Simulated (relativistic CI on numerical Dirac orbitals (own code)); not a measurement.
Magnetism of Nd²⁺, 4f4, in a crystal field

Calculated by Dirac-Coulomb-Breit CI, separate exchange-only KLI orbitals for each configuration, model QED (radiative potential, 1s self-energy scaled to tabulated hydrogen-like ionisation energies), valence Slater integrals scaled by 0.75, one configuration in a parametric crystal field (own radial code).

Field parameters in Wybourne normalisation; cubic f-shell fields have B⁴₄ = √(5/14) B⁴₀ and B⁶₄ = −√(7/2) B⁶₀. The field is a parameter set, without covalency.

S is read from ⟨S²⟩ = S(S + 1).

Powder χT (cm³ K mol⁻¹) by Van Vleck's formula, with temperature-independent terms:

```
                                                             Field     2 K     5 K    10 K   20 K   50 K  100 K  200 K  300 K
D4h, B20 = 1330, B40 = -360, B44 = -460, B60 = 340, B64 = 480 cm⁻¹  0.0434   0.108   0.217  0.412  0.678  0.811  0.938   1.02
 D4h, B20 = -620, B40 = -20, B44 = -390, B60 = 420, B64 = 360 cm⁻¹   0.135   0.331   0.526  0.647   0.78  0.878  0.968   1.04
                                    Oh, B40 = -850, B60 = 150 cm⁻¹  0.0269  0.0672   0.134  0.268  0.601  0.836  0.966   1.04
                                      Oh, B40 = 760, B60 = 60 cm⁻¹   0.581   0.596   0.621   0.67  0.802  0.906  0.985   1.05
                                    Oh, B40 = 1190, B60 = 440 cm⁻¹    0.56   0.566   0.577  0.598  0.657  0.759    0.9  0.998
                                    Oh, B40 = -570, B60 = 490 cm⁻¹  0.0123  0.0307  0.0614  0.123  0.309  0.589  0.853  0.978
```

For D4h, B20 = -620, B40 = -20, B44 = -390, B60 = 420, B64 = 360 cm⁻¹: what effective moment follows at 300 K?

μ_eff = √(8χT) = 2.88 μB. The LS value g√(J(J + 1)) of the free ion's ⁵I4 level is 2.68 μB.
